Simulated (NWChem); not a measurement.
System: Mg

Here is an NWChem input.

```
start job
memory heap 200 mb stack 900 mb global 1100 mb
geometry units angstroms noautoz
  Mg     0.000000     0.000000     0.000000
end
basis spherical
  * library 6-31g*
end
dft
  xc mn15
  iterations 150
  mulliken
end
task dft energy
```

NWChem printed, in part:

```
             Northwest Computational Chemistry Package (NWChem) 7.3.0
             --------------------------------------------------------

                             Geometry "geometry" -> ""
                             -------------------------

 Output coordinates in angstroms (scale by  1.889725989 to convert to a.u.)

  No.       Tag          Charge          X              Y              Z
 ---- ---------------- ---------- -------------- -------------- --------------
    1 Mg                  12.0000     0.00000000     0.00000000     0.00000000

 Effective nuclear repulsion energy (a.u.)       0.0000000000

                                 NWChem DFT Module
                                 -----------------

 Summary of "ao basis" -> "ao basis" (spherical)
 ------------------------------------------------------------------------------
       Tag                 Description            Shells   Functions and Types
 ---------------- ------------------------------  ------  ---------------------
 Mg                          6-31g*                  8       18   4s3p1d

            General Information
            -------------------
          SCF calculation type: DFT
          Wavefunction type:  closed shell.
          No. of atoms     :     1
          No. of electrons :    12
           Alpha electrons :     6
            Beta electrons :     6
          Charge           :     0
          Spin multiplicity:     1
          Use of symmetry is: off; symmetry adaption is: off
          Maximum number of iterations: 150
          AO basis - number of functions:    18
                     number of shells:     8
          Convergence on energy requested:  1.00D-06
          Convergence on density requested:  1.00D-05
          Convergence on gradient requested:  5.00D-04

              XC Information
              --------------
                         MN15 Method XC Functional
                     Hartree-Fock (Exact) Exchange  0.440
                          MN15 Exchange Functional  1.000
                        MN15 Correlation Potential  1.000

             Grid Information
             ----------------
          Grid used for XC integration:  medium
          Radial quadrature: Mura-Knowles
          Angular quadrature: Lebedev.
          Tag              B.-S. Rad. Rad. Pts. Rad. Cut. Ang. Pts.
          ---              ---------- --------- --------- ---------
          Mg                  1.50       88           8.0       590
          Grid pruning is: on
          Number of quadrature shells:    88
          Spatial weights used:  Erf1

      Superposition of Atomic Density Guess
      -------------------------------------

 Sum of atomic energies:        -199.59521929

      Non-variational initial energy
      ------------------------------

 Total energy =    -199.595219
 1-e energy   =    -279.443216
 2-e energy   =      79.847996
 HOMO         =      -0.252527
 LUMO         =       0.045968

     ---------------------------------------------
      Total Density - Mulliken Population Analysis
     ---------------------------------------------

    Atom       Charge   Shell Charges
 -----------   ------   -------------------------------------------------------
    1 Mg  12    12.00   2.00  2.00  5.97  0.96  0.03  1.04 -0.00  0.00

   convergence    iter        energy       DeltaE   RMS-Dens  Diis-err
 ---------------- ----- ----------------- --------- --------- ---------
 d= 0,ls=0.0,diis     1   -199.9505068464 -2.00D+02  7.11D-03  2.29D-02
 d= 0,ls=0.0,diis     2   -199.9524815892 -1.97D-03  6.05D-04  6.28D-05
 d= 0,ls=0.0,diis     3   -199.9524893092 -7.72D-06  5.65D-05  3.96D-07
 d= 0,ls=0.0,diis     4   -199.9524893604 -5.12D-08  1.02D-06  2.15D-10

         Total DFT energy =     -199.952489360373
      One electron energy =     -279.333731632384
           Coulomb energy =       95.712391574739
    Exchange-Corr. energy =      -16.331149302729
 Nuclear repulsion energy =        0.000000000000

 Numeric. integr. density =       11.999999995991

                       DFT Final Molecular Orbital Analysis
                       ------------------------------------

 Vector    4  Occ=2.000000D+00  E=-1.900174D+00
              MO Center= -4.4D-19,  5.5D-17, -2.9D-17, r^2= 1.7D-01
   Bfn.  Coefficient  Atom+Function         Bfn.  Coefficient  Atom+Function
  ----- ------------  ---------------      ----- ------------  ---------------
     5      0.731980  1 Mg pz                 4     -0.534549  1 Mg py
     3     -0.404962  1 Mg px                 9      0.025068  1 Mg pz

 Vector    5  Occ=2.000000D+00  E=-1.900174D+00
              MO Center=  2.8D-17,  6.5D-17, -2.2D-17, r^2= 1.7D-01
   Bfn.  Coefficient  Atom+Function         Bfn.  Coefficient  Atom+Function
  ----- ------------  ---------------      ----- ------------  ---------------
     4      0.835362  1 Mg py                 5      0.492516  1 Mg pz
     3     -0.212438  1 Mg px                 8      0.028609  1 Mg py

 Vector    6  Occ=2.000000D+00  E=-2.069882D-01
              MO Center=  3.0D-18, -2.0D-16,  8.9D-17, r^2= 3.3D+00
   Bfn.  Coefficient  Atom+Function         Bfn.  Coefficient  Atom+Function
  ----- ------------  ---------------      ----- ------------  ---------------
     6      0.545748  1 Mg s                 10      0.520939  1 Mg s
     2     -0.264683  1 Mg s                  1      0.051842  1 Mg s

 Vector    7  Occ=0.000000D+00  E=-8.096020D-03
              MO Center= -3.1D-16, -3.3D-17,  1.9D-16, r^2= 6.4D+00
   Bfn.  Coefficient  Atom+Function         Bfn.  Coefficient  Atom+Function
  ----- ------------  ---------------      ----- ------------  ---------------
    11      0.614629  1 Mg px                13     -0.435441  1 Mg pz
     7      0.266323  1 Mg px                 9     -0.188679  1 Mg pz
     3     -0.113054  1 Mg px                 5      0.080094  1 Mg pz
    12      0.029719  1 Mg py

[...]
```

Level: MN15/6-31G* (spherical d).
